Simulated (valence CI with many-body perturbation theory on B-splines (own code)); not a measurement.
**Forbidden lines of Mo²⁸⁺**

Computed by configuration interaction combined with many-body perturbation theory (CI+MBPT): four valence electrons over a frozen Dirac-Fock core [Ne], radial functions for each j: 11 s, 11 p, 9 d, 7 f, 5 g, 2 h, 1 i, with the one-electron correlation potential Σ1, the two-electron term Σ2, the three-electron term Σ3, Breit, model QED; selected CI, second order for the rest (own B-spline code, finite nucleus).

No measured spectrum was set against this ion. As an estimate, large intervals hold to a few tenths of a per cent, small ones and those within an open d or f shell to about a per cent.

Lines 1 to 9 of 9 in falling wavelength, among levels below 2084700 cm⁻¹, chosen from the decays that carry over 1 % of a level's rate. Wavelengths and rates use the calculated energies. Electric multipoles are in the length gauge, E1 and E2 with the static RPA response of the core. S is in atomic units (e²a₀⁴ for E2 and M2, e²a₀⁶ for E3), for M1 in squared Bohr magnetons. Weak lines are less certain than strong ones. Lines between different terms over intervals too small for the method are left out, as are lines whose strength nearly cancels.

Names give the largest LS component (configuration and term), which can be under half, so a name can repeat, a term be missing and a line seem to break the LS rules; names also repeat where a configuration has a term twice.

| λ vac (Å) | Upper | Lower | Type | A (s⁻¹) | S (a.u.) |
| --- | --- | --- | --- | --- | --- |
| 2833 | 3s2.3p2 1D_2 | 3s2.3p2 3P_1 | M1 | 2.89e+02 | 1.22e+00 |
| 706.5 | 3s2.3p.3d 3F°_4 | 3s2.3p.3d 3F°_3 | M1 | 4.85e+04 | 5.70e+00 |
| 618.4 | 3s2.3p2 3P_1 | 3s2.3p2 3P_0 | M1 | 6.07e+04 | 1.60e+00 |
| 530.7 | 3s2.3p2 3P_2 | 3s2.3p2 1D_2 | M1 | 6.76e+04 | 1.87e+00 |
| 507.6 | 3s2.3p2 1D_2 | 3s2.3p2 3P_0 | E2 | 9.32e+01 | 1.40e-02 |
| 446.9 | 3s2.3p2 3P_2 | 3s2.3p2 3P_1 | M1 | 7.79e+04 | 1.29e+00 |
| 325.3 | 3s2.3p2 1S_0 | 3s2.3p2 3P_1 | M1 | 3.16e+05 | 4.04e-01 |
| 293.4 | 3s2.3p.3d 3F°_4 | 3s.3p3 3D°_3 | M1 | 6.62e+03 | 5.58e-02 |
| 177.3 | 3s2.3p.3d 3F°_4 | 3s.3p3 5S°_2 | E2 | 6.02e+02 | 8.48e-04 |
